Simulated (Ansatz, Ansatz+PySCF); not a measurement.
```xyz
4

Si    0.0000    0.0000    0.0731
H     1.3105    0.0000   -0.3412
H    -0.6552    1.1349   -0.3412
H    -0.6552   -1.1349   -0.3412
```

Basis set: def2-SVP (spherical functions). Left uncorrelated: 5 orbitals. Charge 0, multiplicity 2.

Computed with Ansatz (development build ahead of 0.2.0); each method stands on the lowest determinant of its kind that the runs found.

Give the atomization energy at this shape (free ground-state atoms in the same class of orbitals less the molecule, no zero-point energy) of doublet SiH3 by UHF-CCSD(T), UHF-MP2, UHF, ROHF.

```
     method  atomization energy
UHF-CCSD(T)        859.3 kJ/mol
    UHF-MP2        837.8 kJ/mol
        UHF        705.1 kJ/mol
       ROHF        710.0 kJ/mol
```

Caution: the shape is not the minimum.
